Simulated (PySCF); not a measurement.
Stretching SmCl

Set-up: basis Sm x2c-SVPall, Cl x2c-SVPall; spin-free X2C with a Gaussian nucleus; PySCF 2.14. Energies in eV from Sm (4f6 6s2) + Cl in their ground configurations at the same level. All curves are PBE0. state 1: octet, about 6.0 electrons in the 4f shell (Mulliken), real f orbitals that mix terms; state 2: Ms = 2.5 determinant of mixed spin, about 6.0 electrons in the 4f shell (Mulliken), real f orbitals that mix terms, a second solution, started from another occupation; state 3: Ms = 2.5 determinant of mixed spin, about 5.5 electrons in the 4f shell (Mulliken), real f orbitals that mix terms, a second solution, started from another occupation.

```
R (Å)  state 1  state 2  state 3
2.202   -3.755   -3.546   -1.944
2.304   -4.283   -4.065   -2.303
2.406   -4.569   -4.347   -2.451
2.483   -4.668   -4.445   -2.463
2.560   -4.694   -4.469   -2.414
2.637   -4.664   -4.439   -2.319
2.739   -4.561   -4.335   -2.142
2.867   -4.364   -4.137   -1.869
3.021   -4.070   -3.843   -1.502
3.226   -3.640   -3.412   -0.998
```

Problem. Put a parabola through the three lowest points of the state 1 curve and estimate Re, k and ωe (reduced mass 28.43 u; 1 eV/Å² = 0.16022 mdyn/Å; ωe = 1302.8·√(k/μ) cm⁻¹).

Solution. Through R = 2.483, 2.56, 2.637 Å the second-order coefficient is 4.72 eV/Å², so Re ≈ 2.557 Å, k ≈ 1.51 mdyn/Å and ωe ≈ 301 cm⁻¹. A polynomial fit of higher order to the unrounded PBE0 energies gives Re = 2.554 Å, k = 1.54 mdyn/Å, ωe = 303 cm⁻¹; anharmonicity and rounding make the difference.

The higher-order fit for each curve: state 1: Re = 2.554 Å, ωe = 303 cm⁻¹, De = 4.69 eV; state 2: Re = 2.552 Å, ωe = 303 cm⁻¹, minimum 4.47 eV below the ground-state fragments; state 3: Re = 2.458 Å, ωe = 330 cm⁻¹, minimum 2.47 eV below the ground-state fragments.

⟨S²⟩ of the unrestricted solution departs from its pure value on part of the curve, where spin states mix. These are scalar-relativistic numbers at best; spin–orbit coupling would shift them, the dissociation energy most. The state is the lowest single determinant that the PBE0 search found; with open d or f shells the true ground state can be another one.
